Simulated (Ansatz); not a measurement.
Basis-set series for CH$_{6}$BFOSi, SMILES `O[SiH2]CBF`. Total charge 0; spin multiplicity 1. The geometry is a stationary point of PBE0-D4/def2-TZVP. It is one conformer, not always the lowest.

```
functional       basis  functions  energy (Eh)  HOMO (eV)  LUMO (eV)
   PBE0-D4  def2-TZVPP        250   -530.96857      -8.62      -0.85
   PBE0-D4  def2-QZVPP        478   -530.99236      -8.65      -0.90
   ωB97M-V  def2-TZVPP        250   -531.24285     -10.90       1.07
   ωB97M-V  def2-QZVPP        478   -531.26504     -10.92       0.91
```

Give the rows for def2-SVP. (Estimate.)

Ansatz gave: 
```json
{"functional": "PBE0-D4", "basis": "def2-SVP", "functions": "104", "energy (Eh)": "-530.57191", "HOMO (eV)": "-8.49", "LUMO (eV)": "-0.70"}
{"functional": "ωB97M-V", "basis": "def2-SVP", "functions": "104", "energy (Eh)": "-530.83677", "HOMO (eV)": "-10.75", "LUMO (eV)": "1.37"}
```

Positive LUMOs are unbound and depend on the basis.
